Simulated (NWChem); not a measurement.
**Correlation energy of CCl₂**

```xyz
3

Cl     1.4022     0.0000     0.1491
C      0.0000     0.0000    -0.8450
Cl    -1.4022     0.0000     0.1491
```
Charge 0, spin multiplicity 1.

Everything below was run with NWChem. All single points use one geometry, from PBE0/def2-SVP, a minimum by its harmonic frequencies.

Basis set: cc-pVTZ. Each correlation energy counts from its own Hartree-Fock reference.

The correlated methods keep 11 core orbitals frozen. The structure started from a generated list of species. No row is a measurement; the coupled-cluster row has its own basis-set and correlation limits.

```tsv
method	correlation energy (mHa)
CR-CCSD(T)	-572.9
RI-MP2	-515.2
MP2	-515.2
CCSD+T(CCSD)	-581.7
CCSD	-551.8
CCSD(T)	?
SCS-MP2	-505.5
CR-CCSD[T]	?
```

Problem. Complete the blanks.

Solution. 
- CCSD(T), correlation energy (mHa): -580.3
- CR-CCSD[T], correlation energy (mHa): -573.9
